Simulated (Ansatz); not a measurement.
Ansatz (a program for electronic structure) input (CCSD(T)/STO-3G):

Ansatz 0.2 input:
```yaml
crystal:
  periodic: [false, false, false]
  atoms:
    - {symbol: Ge, position_ang: [-0.00000000, -0.00000000, -0.00000000]}
    - {symbol: H, position_ang: [0.01334437, -0.02292427, 1.72509255]}
    - {symbol: H, position_ang: [-0.01334437, 0.02292427, -1.72509255]}
    - {symbol: H, position_ang: [1.59004196, 0.02108846, -0.01201945]}
    - {symbol: H, position_ang: [-0.81314366, 1.36639026, 0.02444761]}
    - {symbol: H, position_ang: [-0.77689830, -1.38747872, -0.01242816]}
basis:
  gaussian:
    orbitals: STO-3G
total_charge: -1
magnetization: {spin_polarized: false}
correlation: {method: ccsd_t, electrons: outside_noble_gas}
```

End of the output:

```
integrals: 0.00 GiB planned
248 factors; integrals over basis functions are off by at most 1.2e-5 eV
mean field: 0.06 GiB planned
mean field evaluation 1: about -55901.6585 eV, gradient 7.5e0 eV
mean field evaluation 2: about -55901.6684 eV, gradient 7.4e0 eV
mean field evaluation 4: about -55901.9785 eV, gradient 2.9e-1 eV
mean field evaluation 8: about -55901.9788 eV, gradient 1.4e-6 eV
mean field -55901.97877139 eV, -2054.3598281264 hartree, gradient 6.5e-6 eV, S^2 0.000000; 0 other end points of the search recorded, 0 dependent functions left out
14 core orbitals not correlated, not the lowest: weight in the atoms' cores, before any rotation towards them, 0.943 or more for the frozen orbitals, at most 0.031 for the correlated occupied ones
reference -55901.97877139 eV, -2054.3598281264 hartree; 5, 5 occupied and 4, 4 virtual orbitals, 248 factors
second order -1.38132661 eV of doubles, -0.00000000 eV of singles
coupled cluster: 0.04 GiB planned
cycle   1  -1.81732607 eV  change   -4.4e-1 eV  update   5.9e-2
cycle   2  -2.05978443 eV  change   -2.4e-1 eV  update   2.3e-2
cycle   3  -2.05992676 eV  change   -1.4e-4 eV  update   2.7e-3
cycle   4  -2.06112500 eV  change   -1.2e-3 eV  update   9.5e-4
cycle   5  -2.06136513 eV  change   -2.4e-4 eV  update   2.0e-4
cycle   6  -2.06130415 eV  change    6.1e-5 eV  update   4.1e-5
cycle   7  -2.06132500 eV  change   -2.1e-5 eV  update   9.3e-6
cycle   8  -2.06132028 eV  change    4.7e-6 eV  update   2.1e-6
perturbative correction -0.02091007 eV, -0.0007684308 hartree
Total energy: -55904.06100173 eV, -2054.4363486801 hartree
```
